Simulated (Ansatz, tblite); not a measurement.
Removing an electron: CdF2. Total charge 0; singlet. Geometry: PBE0-D4/def2-TZVP. Ansatz, gas phase; energy differences of separate SCF runs; the oxidised species was run as a doublet alone.

Cartesian coordinates in Å:
```
Cd 0.0000 0.0000 0.0000
F -1.6577 -0.9215 -0.3083
F 1.6577 0.9215 0.3084
```

In the def2 sets Cd takes a core potential; there is no spin–orbit coupling. The xTB rows come from tblite. Correlated methods freeze 2 core orbitals; core or outer-core shells of Cd are correlated, in sets that lack core-valence functions. In CCSD on the charge 1 doublet the largest single amplitude is 0.16, so its Hartree–Fock determinant may place the open shell otherwise than the density functionals do.

| level | −HOMO (eV) | vertical IE (eV) | −LUMO (eV) | HOMO–LUMO gap (eV) |
| --- | --- | --- | --- | --- |
| GFN1-xTB | 12.74 | 16.80 | 9.45 | 3.30 |
| PBE-D4/def2-TZVP | 8.16 | 12.09 | 3.37 | 4.79 |
| r2SCAN-D4/def2-TZVP | 8.55 | 12.24 | 3.10 | 5.45 |
| PBE0-D4/def2-TZVP | 10.07 | 12.60 | 2.40 | 7.66 |
| MP2/def2-TZVPP | – | 13.60 | – | – |

Q: Estimate the rows for GFN2-xTB, HF/def2-TZVPP, CCSD/def2-TZVPP, CCSD(T)/def2-TZVPP.

A: 
```csv
level,−HOMO (eV),vertical IE (eV),−LUMO (eV),HOMO–LUMO gap (eV)
GFN2-xTB,13.47,17.94,9.77,3.70
HF/def2-TZVPP,–,11.38,–,–
CCSD/def2-TZVPP,–,13.12,–,–
CCSD(T)/def2-TZVPP,–,13.18,–,–
```

  Raw xTB energy differences between charge states are shifted by several eV; the methods need an empirical correction for them.
